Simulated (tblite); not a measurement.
C5H11GeNO2.
SMILES with atom numbers: `[CH3:1][O:2][CH2:3]/[C:4]([CH3:5])=[N:6]\[C:7](=[O:8])[GeH3:9]` (hydrogens: H10, H11, H12 on C1; H13, H14 on C3; H15, H16, H17 on C5; H18, H19, H20 on Ge9)

Computed with GFN2-xTB (tblite), gas phase: L-BFGS steps from a force-field or distance-geometry start until the largest atomic force falls under 0.01 eV/Å.

Step 6: E = -795.6805 eV
```
atom  x, y, z in Å  |  force x, y, z in eV/Å
C1      2.6003    1.0978   -1.0489    0.017   0.003  -0.008
O2      1.6498    0.1467   -0.6479   -0.005  -0.023  -0.099
C3      1.1537    0.4137    0.6405    0.027   0.027  -0.101
C4      0.0314   -0.5441    0.9684   -0.080  -0.016  -0.006
C5      0.2743   -1.4982    2.0870   -0.042  -0.118   0.113
N6     -1.0956   -0.6014    0.3705    0.026   0.094  -0.155
C7     -1.4776    0.2491   -0.6755    0.075  -0.064   0.151
O8     -0.8815    1.2158   -1.0720    0.131   0.165   0.107
Ge9    -3.2596   -0.1867   -1.4240    0.119  -0.055   0.027
H10     3.4499    1.1047   -0.3555    0.086   0.024   0.013
H11     2.9429    0.8099   -2.0401   -0.044  -0.024  -0.001
H12     2.1687    2.1044   -1.0846   -0.037  -0.011  -0.038
H13     1.9758    0.3402    1.3695   -0.036  -0.049   0.094
H14     0.7491    1.4380    0.6819   -0.045   0.058  -0.001
H15    -0.4606   -1.3699    2.8738   -0.195   0.117   0.057
H16     0.1569   -2.5178    1.7371   -0.064  -0.122  -0.180
H17     1.2614   -1.4020    2.5186    0.159   0.120  -0.014
H18    -4.3273    0.5773   -0.7181   -0.041   0.009   0.090
H19    -3.3199    0.2614   -2.8408    0.008   0.022  -0.090
H20    -3.5972   -1.6284   -1.3426   -0.059  -0.157   0.042
```

Step 7: E = -795.6875 eV
```
atom  x, y, z in Å  |  force x, y, z in eV/Å
C1      2.5999    1.0977   -1.0489    0.048   0.023   0.002
O2      1.6501    0.1445   -0.6495    0.025   0.049  -0.048
C3      1.1541    0.4135    0.6381   -0.022  -0.007  -0.042
C4      0.0291   -0.5433    0.9661    0.010  -0.051   0.071
C5      0.2722   -1.4984    2.0871   -0.049  -0.082   0.064
N6     -1.0962   -0.6007    0.3669    0.019   0.020  -0.080
C7     -1.4741    0.2505   -0.6744    0.146   0.026   0.113
O8     -0.8749    1.2194   -1.0626    0.073   0.152   0.079
Ge9    -3.2494   -0.1890   -1.4194   -0.028  -0.089  -0.028
H10     3.4528    1.1076   -0.3554    0.016   0.004  -0.034
H11     2.9397    0.8066   -2.0400   -0.023  -0.003  -0.005
H12     2.1692    2.1067   -1.0851   -0.030  -0.074  -0.037
H13     1.9739    0.3373    1.3717   -0.057  -0.031   0.044
H14     0.7468    1.4380    0.6806   -0.011   0.030  -0.009
H15    -0.4662   -1.3680    2.8730   -0.126   0.096   0.019
H16     0.1529   -2.5182    1.7322   -0.038  -0.057  -0.128
H17     1.2630   -1.3960    2.5144    0.066   0.074  -0.019
H18    -4.3249    0.5725   -0.7209   -0.023   0.014   0.106
H19    -3.3211    0.2600   -2.8345    0.021   0.025  -0.116
H20    -3.6022   -1.6300   -1.3422   -0.018  -0.119   0.048
```

**Question.** Estimate the geometry and energy of step 8. (The exact step hangs on the optimiser's Hessian estimate; all steps are aligned on step 7, rigid shifts and turns removed.)

**Answer.** E = -795.6927 eV, largest force 0.171 eV/Å
```
atom  x, y, z in Å  |  force x, y, z in eV/Å
C1      2.6007    1.0980   -1.0491    0.050   0.022  -0.001
O2      1.6507    0.1438   -0.6516    0.030   0.075   0.014
C3      1.1541    0.4132    0.6357   -0.047  -0.027   0.024
C4      0.0276   -0.5437    0.9658    0.074  -0.059   0.090
C5      0.2699   -1.5002    2.0887   -0.040  -0.028   0.010
N6     -1.0957   -0.6001    0.3634    0.032  -0.052   0.018
C7     -1.4689    0.2527   -0.6721    0.134   0.105   0.018
O8     -0.8692    1.2245   -1.0544    0.020   0.122   0.074
Ge9    -3.2430   -0.1921   -1.4169   -0.098  -0.074  -0.058
H10     3.4553    1.1096   -0.3558   -0.020  -0.007  -0.056
H11     2.9370    0.8043   -2.0402    0.001   0.010  -0.017
H12     2.1689    2.1068   -1.0863   -0.024  -0.085  -0.034
H13     1.9714    0.3347    1.3740   -0.069  -0.014  -0.006
H14     0.7449    1.4386    0.6796    0.015  -0.011  -0.015
H15    -0.4726   -1.3646    2.8729   -0.044   0.057  -0.027
H16     0.1495   -2.5198    1.7262   -0.015   0.017  -0.058
H17     1.2653   -1.3905    2.5112   -0.048   0.019  -0.024
H18    -4.3237    0.5697   -0.7204    0.010  -0.002   0.097
H19    -3.3215    0.2595   -2.8328    0.026   0.012  -0.098
H20    -3.6059   -1.6338   -1.3409    0.012  -0.077   0.048
```

The energy changes by -0.0052 eV. The first-order estimate −F·Δx gives -0.0075 eV and the mean of the old and new forces, exact on a quadratic surface, -0.0052 eV. The step makes an angle of 46° with the force vector and moves no atom by more than 0.011 Å.

What follows is the cost of the whole relaxation. Hardware: Arm Neoverse N1, one thread (shared host). Cost: 2.6 s wall.
